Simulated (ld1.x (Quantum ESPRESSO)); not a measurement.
# nickel: ultrasoft pseudisation with PBE, scalar-relativistic reference atom.

nickel, ultrasoft, made with ld1.x (Quantum ESPRESSO) 7.5 (PBE, scalar-relativistic). Core [Ne], reference 3s2 3p6 3d8.5 4s1.5 4p0. Waves: 3s (bound): rcut 1.05, rcutus 1.30 bohr; 4s (bound): rcut 1.05, rcutus 1.30 bohr; 3p (bound): rcut 1.40, rcutus 1.55 bohr; 4p (bound, empty): rcut 1.40, rcutus 1.55 bohr; 3d (bound): rcut 0.70, rcutus 0.80 bohr; 3d channel at -0.2 Ry: rcut 0.70, rcutus 0.80 bohr. Local part: all-electron potential smoothed inside 1.00 bohr (lloc = -2). Core correction: a·sin(br)/r model core, default radius (core density twice the valence density). Augmentation charge: PSQ, radius 0.75 bohr.

- Cutoffs needed: 200 Ry and 300 Ry (the cutoffs (Ry, on a coarse ladder) from which the occupation-weighted sum of valence levels, in a spherical-Bessel basis at the reference potential, stays within 10 and 1 mRy of its value at 400 Ry)
- Ghost test: no extra level below or beside the all-electron valence levels (s, p, d, f tested) (spherical-Bessel basis up to 400 Ry, 20 bohr box)
- Largest excitation error: +22 meV (all-electron minus pseudo) for 3s2 3p6 3d7 4s2 4p1, out of 7 test configurations
- Lowest eigenvalue of the overlap operator: 0.05 (p channel)
- Density cutoff estimated by the generator: 767 Ry
